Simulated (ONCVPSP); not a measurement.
LDA (Perdew-Wang 92) ONCV dataset for Li, non-relativistic all-electron reference.

* Element: lithium (Li)
* Generator: ONCVPSP 4.0.1
* Type: optimised norm-conserving Vanderbilt (ONCV)
* Functional: LDA (Perdew-Wang 92)
* Relativity: non-relativistic
* Frozen core: none
* Valence charge: 3
* Reference configuration: 1s2 2s1
* Partial waves: 1s+2s: rc 1.05 bohr, ncon 4, nbas 7, qcut 11.8 1/bohr, 2 projectors; p scattering state at 0.27 Ha: rc 0.95 bohr, ncon 4, nbas 7, qcut 8.7 1/bohr, 3 projectors, debl 3.9 Ha; d scattering state at 0.41 Ha: rc 0.95 bohr, ncon 3, nbas 6, qcut 10.6 1/bohr, local
* Local potential: the d channel
* Core correction: none

All-electron outer shells of the reference configuration (LDA (PZ), non-relativistic, ld1.x):

| shell | level (eV) | outermost node (bohr) | outermost maximum (bohr) |
| --- | --- | --- | --- |
| 1s | -51.10 | – | 0.36 |
| 2s | -2.88 | 0.84 | 3.12 |

Problem. Estimate the cutoffs (Ha) at which the residual kinetic energy of the hardest occupied pseudo-wave falls to 1 and 0.1 mHa per electron.

Solution. 48 Ha and 56 Ha.

Problem. Does the potential have ghost states?

Solution. No bound ghost flagged; no localised positive-energy state flagged.

Problem. Which valence shell sets the plane-wave cutoff?

Solution. 1s: 48 Ha for 1 mHa per electron, against 33 Ha for 2s.

Problem. Tests: 1s2 2s0; 1s2 2s0.5; 1s2 2s0 2p1; 1s1 2s1. Which has the largest error in its energy relative to the reference configuration, and how large is it?

Solution. 1s1 2s1, with +577 meV (all-electron minus pseudo) on +67.38 eV.
